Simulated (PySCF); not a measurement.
C (carbon, neutral) across methods

[He] 2s1 2p3, high-spin 5S determinant (an excited configuration). Calculation: PySCF 2.14, in dyall-av3z (15s9p3d2f, 71 functions); scalar relativity by spin-free X2C-1e.

```csv
method,E (hartree),mean ε 1s β (eV),mean ε 2s α (eV),mean ε 2p α (eV),Σ⟨r²⟩ (bohr²),⟨S²⟩
PBE0,-37.6749,-279.90,-18.101,-8.445,13.96,6.000
PBE,-37.6625,-271.13,-15.491,-6.827,14.24,6.000
UHF,-37.61374,-305.62,-25.631,-13.029,13.54,6.000
BLYP,-37.6869,-271.87,-15.086,-6.490,14.31,6.000
LDA,-37.3354,-268.53,-15.262,-6.888,14.31,6.000
r2SCAN,-37.7173,-274.82,-16.685,-7.262,13.87,6.000
MN15,-37.7108,-277.08,-17.937,-8.884,14.10,6.000
B97-3,-37.7012,-281.04,-18.136,-8.435,13.88,6.000
B3LYP,-37.7048,-278.75,-17.341,-7.967,14.06,6.000
```
